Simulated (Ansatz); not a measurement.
CH$_{4}$B$_{2}$OSi, relaxed with RKS PBE-D4/def2-SVP in Ansatz 0.2.0 from a rough embedded geometry. The force threshold is 0.03 eV/Å; the program also tests the step.

Charge 0, multiplicity 1. The bonds changed during the relaxation, so this is another structure than the one it started from.

Start:

```xyz
9

B     1.120   -0.192    1.544
B     0.187    0.055    0.279
Si   -0.826   -0.607   -1.044
C    -0.530    1.201   -0.821
O    -0.772    2.324   -1.082
H     1.395   -1.334    1.935
H     1.623    0.699    2.167
H    -2.142   -1.020   -0.712
H    -0.055   -1.126   -2.267
```

(1) By how much does the energy fall, and how many steps does the optimiser take? (Best estimate.)

(2) Which bonds change most? (Estimate.)

(3) Give the relaxed structure. (Estimate.)

Results:

(1) Computed: 3.62 eV, in 18 steps, 1 of them rejected.

(2) The calculation gave: B2–C4 from 1.743 to 1.471 Å; Si3–H8 from 1.418 to 1.500 Å; B1–B2 from 1.591 to 1.669 Å; B2–Si3 from 1.793 to 1.870 Å.

(3) Computed: 
```xyz
9

B     0.789   -0.145    1.427
B     0.137    0.319   -0.037
Si   -0.962   -0.889   -0.948
C     0.361    1.641   -0.643
O     0.554    2.690   -1.101
H     0.557   -1.262    1.861
H     1.492    0.592    2.095
H    -1.245   -2.255   -0.397
H    -1.682   -0.691   -2.256
```
